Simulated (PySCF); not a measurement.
Several species in one continuum solvent.

Computed with PySCF at PBE0/pcSseg-1, non-relativistic, each on one gas-phase PBE0-D3(BJ)/def2-SVP geometry that isn't relaxed in the solvent. The solvent is an IEF-PCM continuum (van der Waals radii × 1.2). The model holds no explicit solvent molecules, cavitation or dispersion.

Question: Order them by E(solvent) − E(gas) in benzene (ε = 2.271), most negative first (kJ/mol).
A. `[CH2:1]=[CH:2][c:3]1[cH:4][cH:5][cH:6][cH:7][c:8]1[SH:9]` with C1–C2–C3–C4 35°, C7–C8–S9–H -139°
B. `[CH3:1][C:2](=[S:3])[C@@:4]12[C@@H:5]3[C@H:6]4[C@@H:7]3[C@@H:8]1[C@@H:9]24` with C1–C2–C4–C5 0°
C. `[SH:1][C@:2]12[C@H:3]3[C@@H:4]4[C@@H:5]5[C@H:6]3[C@H:7]1[C@@H:8]5[C@H:9]24` with H–S1–C2–C3 63°

Answer: B (-10.1), A (-8.4), C (-5.8).

```tsv
SMILES	charge	ΔE (kJ/mol)	polarisation term (kJ/mol)	HOMO shift (eV)	dipole gas (D)	dipole solvent (D)	atoms
CC(=S)[C@@]12[C@@H]3[C@H]4[C@@H]3[C@@H]1[C@H]42	0	-10.1	-11.4	-0.13	3.81	4.58	17
C=Cc1ccccc1S	0	-8.4	-8.8	0.00	1.31	1.52	17
S[C@]12[C@H]3[C@@H]4C5[C@H]3[C@H]1[C@@H]5[C@@H]42	0	-5.8	-6.1	-0.03	1.67	1.90	17
```

The polarisation term is half the interaction of the solute with the induced surface charges.
